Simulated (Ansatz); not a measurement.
A set of 12 reactions (atomization), with CCSD(T)/CBS values in kJ/mol:

```tsv
reaction	ΔE
`N#C[CH2][GeH2][F]` → 2 C• + F• + Ge• + 4 H• + N•	3496.2
`C=C1[SiH2]C1C` → 4 C• + 8 H• + Si•	5025.0
`CC(C)=CO` → 4 C• + 8 H• + O•	5267.9
`BrBB1C=C1` → 2 B• + Br• + 2 C• + 3 H•	3202.4
`Cc1ccc(N)cc1Cl` → 7 C• + Cl• + 8 H• + N•	7584.9
`C1=C[SiH2]C=C1` → 4 C• + 6 H• + Si•	4591.9
`[SiH3]CC1=CB1` → B• + 3 C• + 7 H• + Si•	4615.5
`C=C(S)CC` → 4 C• + 8 H• + S•	5083.3
`C[SiH](F)S[SiH3]` → C• + F• + 7 H• + S• + 2 Si•	4187.0
`CC1N=C(O)O1` → 3 C• + 5 H• + N• + 2 O•	4597.6
`C#CC[SiH2][GaH2]` → 3 C• + Ga• + 7 H• + Si•	4213.0
`COC(O)[SiH3]` → 2 C• + 8 H• + 2 O• + Si•	4637.7
```

Computed with Ansatz on PBE0-D4/def2-TZVP structures; ΔE is electronic, products minus reactants. CBS: MP2 limit from def2 TZ/QZ plus the TZ coupled-cluster correction, frozen cores. This one scheme is used for every species, atoms too. For atomizations the MP2-based limit and the directly extrapolated one differ by several kJ/mol either way, and by 10 to 25 for some Ge, Se and Sn compounds, so smaller differences from it don't rank the levels. Functionals use def2-TZVPP. B3LYP here is the variant with VWN-RPA as its local correlation; programs differ in this. No spin–orbit coupling; open shells (•) take unrestricted orbitals. Spin–orbit coupling would lower the free atoms: a little for B, C, Cl, F, O, S, Si; clearly for Br, Ga, Ge. For Br, Ga, Ge outer-core shells are correlated without core-valence functions, so the limit isn't a true one: a few kJ/mol of doubt a bond, and 10 to 20 or more in all where bonds break to atoms. Scalar relativity is left out up to krypton. One conformer a species, not always the lowest.

(1) Give the mean, mean absolute and largest difference (level minus CCSD(T)/CBS, kJ/mol) for: BLYP-D4, B3LYP-D4, BHLYP-D4, CAM-B3LYP-D4, B2PLYP, revPBE, PBE0, BHLYP, HF/def2-SVP, MP2/def2-SVP, SCS-MP2/def2-TZVPP, CCSD(T)/def2-TZVPP, HF/CBS(def2), MP2/CBS(def2). (An estimate is asked.)

The largest T1 diagnostic in the set is 0.014, for B• (customary mark 0.045).

CCSD(T)/CBS is a level of theory with its own doubt, and the functionals carry their triple-zeta basis error, so these figures describe this set and don't rank the functionals.

Answers

(1) Ansatz gave: 
```
             level     mean  mean absolute  largest
           BLYP-D4     -0.3           22.5    -60.0
          B3LYP-D4      6.5           17.2     44.8
          BHLYP-D4   -128.1          128.1   -214.7
      CAM-B3LYP-D4     23.0           24.6     59.3
            B2PLYP    -40.1           40.7    -72.0
            revPBE    -73.3           73.9   -168.5
              PBE0     18.4           42.5    118.9
             BHLYP   -160.0          160.0   -270.0
       HF/def2-SVP  -1213.8         1213.8  -1972.1
      MP2/def2-SVP   -157.0          157.0   -278.3
SCS-MP2/def2-TZVPP    -59.6           59.6    -82.4
CCSD(T)/def2-TZVPP   -115.5          115.5   -193.1
      HF/CBS(def2)  -1249.4         1249.4  -2077.5
     MP2/CBS(def2)     88.5           88.5    221.3
```
